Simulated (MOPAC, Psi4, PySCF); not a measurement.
Internal rotation in SMILES C(=Cc1ccc[se]1)c1nccs1. Scanned: dihedral C1–C2–C3–Se7; all other coordinates were relaxed at GFN2-xTB. Points at φ and −φ are mirror images. Heavy atoms are numbered in the order of the SMILES C(=Cc1ccc[se]1)c1nccs1, hydrogens after them in the order of the atoms that carry them; the mirror image has the same energies with the sign of each dihedral reversed.

Levels: PM3, restricted, heats of formation // GFN2-xTB (MOPAC); RKS-B3LYP/6-31G* = PySCF with restricted B3LYP/6-31G*, spherical d, density fitting // GFN2-xTB; PBE-D3(BJ)/def2-SVP // GFN2-xTB (Psi4).

Energies relative to the lowest point of each profile, in kcal/mol:

| φ / ° | PM3 | RKS-B3LYP/6-31G* |
|---|---|---|
| -135 | 1.6 | 2.9 |
| -90 | 2.2 | 6.5 |
| -75 | 2.3 | 6.0 |
| -60 | 2.2 | 4.5 |
| -45 | 1.5 | 2.8 |
| -15 | 0.2 | 0.3 |
| 0 | 0.0 | 0.0 |
| 15 | 0.2 | 0.3 |
| 120 | 2.2 | 4.3 |
| 135 | 1.6 | 2.9 |
| 150 | 1.1 | 1.9 |
| 180 | 0.7 | 1.2 |

Task: What does PBE-D3(BJ)/def2-SVP give at the same points?

Result: -135: 3.6; -90: 8.0; -75: 7.2; -60: 5.4; -45: 3.2; -15: 0.4; 0: 0.0; 15: 0.4; 120: 5.4; 135: 3.6; 150: 2.2; 180: 1.2 (kcal/mol).
